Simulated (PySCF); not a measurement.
ReO₄, SMILES [O]=[Re-](=[O])(=[O])=[O], charge -1, multiplicity 1.

Coordinates come from a r2SCAN-D4/def2-SVPD optimisation. The spin state was assumed, not searched. The isomer is the one that the SMILES or the coordinates give; other isomers of the formula were not compared. The def2 effective core potentials stand for the cores of Re; spin–orbit coupling is left out.

Two levels are set side by side: PBE/def2-SVPD (PySCF) and CAM-B3LYP/def2-SVPD (PySCF). Same geometry, gas phase. Differences are taken from unrounded values.

```tsv
quantity	CAM-B3LYP	PBE	PBE minus CAM-B3LYP
orbital gap (eV)	9.41	4.79	-4.62
highest occupied level (eV)	-5.37	-2.37	3.00
lowest empty level (eV)	4.04	2.42	-1.62
mean polarisability (bohr³)	57.4	60.1	2.7
```

Without exact exchange PBE keeps part of each electron's self-repulsion, which lifts occupied levels and narrows the gap. PBE's more diffuse valence density responds more strongly to a field. Differences between two approximate levels are no errors against the true value.

Rough cost on one machine, each run with all the roots and properties that it gave: CAM-B3LYP against PBE within a factor of 2.
